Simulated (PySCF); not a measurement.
C3H7Cl2O2V (singlet state).
Structure used (PBE0-D3(BJ)/def2-SVP), in Å, numbered top down from 1:
```xyz
15
C3H7Cl2O2V angstrom
C     -0.7547   -1.4668    0.2597
C     -0.6171   -0.2573   -0.6440
C     -1.3531    0.9714   -0.1457
O      0.7643    0.0534   -0.8100
V      2.0523    0.5344    0.1908
O      1.5210    0.6229    1.6318
Cl     3.6111   -0.9479    0.1505
Cl     2.7338    2.4875   -0.4055
H     -0.1570   -2.3058   -0.1248
H     -0.4107   -1.2265    1.2771
H     -1.8064   -1.7831    0.3129
H     -0.9640   -0.5111   -1.6607
H     -1.1754    1.8267   -0.8134
H     -2.4345    0.7760   -0.1091
H     -1.0127    1.2385    0.8663
```

Method: PBE0-D3(BJ)/def2-SVP geometry optimisation, gas phase in PySCF 2.14.0.

Which atoms are bound to V5, and at what distances?

4 atoms: O6 1.538 Å, O4 1.701 Å, Cl7 2.152 Å, Cl8 2.153 Å. The nearest atom not counted as bound is C2, at 2.91 Å.

List the angles at V5.

| angle | degrees | distance of the outer atoms (Å) |
| --- | --- | --- |
| Cl7–V5–Cl8 | 113.0 | 3.59 |
| O4–V5–Cl7 | 110.1 | 3.17 |
| O4–V5–Cl8 | 109.5 | 3.16 |
| O6–V5–Cl8 | 108.5 | 3.02 |
| O6–V5–Cl7 | 107.9 | 3.01 |
| O4–V5–O6 | 107.8 | 2.62 |

What is the shape at V5?

Tetrahedral: angles from 107.8° to 113.0°; τ4 = (360° − α − β)/141° = 0.97 with α and β the two widest (0 for a square, 1 for a tetrahedron). The V–O distances aren't all alike: 1.538 to 1.701 Å.

What are the other bond lengths?

C1–C2, C2–C3 1.516 Å; C2–O4 1.426 Å; C1–H9 and 5 like bonds 1.100 Å; C2–H12 1.104 Å.

Give some angles away from the centre.

C1–C2–C3 114.0°, C1–C2–O4 109.3°, C2–O4–V5 136.6°.

What are the rotational constants (commonest isotopes, rigid rotor)?

A = 1454, B = 876.8, C = 640.2 MHz: an asymmetric top.

Point group: Cs (every atom within 0.08 Å of its image). Charge 0, singlet. Whether it is a minimum is left open (no frequencies).
